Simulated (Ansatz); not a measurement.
`C[Si](O)(O)Cl`, relaxed with RKS PBE0-D4/def2-TZVP in Ansatz 0.2.0 from a PBE-D4/def2-SVP geometry. The force threshold is 0.005 eV/Å; the program also tests the step.

The species carries charge 0 and has multiplicity 1.

Start:

```xyz
10

C     1.319    0.194   -0.542
Si   -0.373    0.040    0.206
O    -1.396   -0.988   -0.627
O    -0.168   -0.523    1.758
Cl   -1.309    1.921    0.203
H     1.261    0.631   -1.558
H     1.795   -0.805   -0.614
H     1.961    0.844    0.084
H    -2.101   -0.540   -1.126
H    -0.990   -0.774    2.216
```

| step | energy (eV) | largest force (eV/Å) | largest move (Å) |
| --- | --- | --- | --- |
| 1 | -25607.7290 | 0.892 | 0.000 |
| 2 | -25607.7893 | 0.550 | 0.035 |
| 3 | -25607.8036 | 0.134 | 0.020 |
| 4 | -25607.8051 | 0.067 | 0.007 |
| 5 | -25607.8069 | 0.059 | 0.021 |
| 6 | -25607.8075 | 0.017 | 0.034 |
| 7 | -25607.8076 | 0.006 | 0.018 |
| 8 | -25607.8076 | 0.001 | 0.004 |

End:

```xyz
10

C     1.296    0.190   -0.540
Si   -0.375    0.041    0.214
O    -1.386   -0.955   -0.601
O    -0.179   -0.523    1.728
Cl   -1.287    1.900    0.242
H     1.232    0.608   -1.546
H     1.764   -0.795   -0.602
H     1.933    0.839    0.064
H    -2.030   -0.552   -1.184
H    -0.966   -0.752    2.225
```

Hardware: 4 threads of an AMD EPYC 9R45 on a shared host. Wall time 12 s, peak host memory 0.54 GiB.
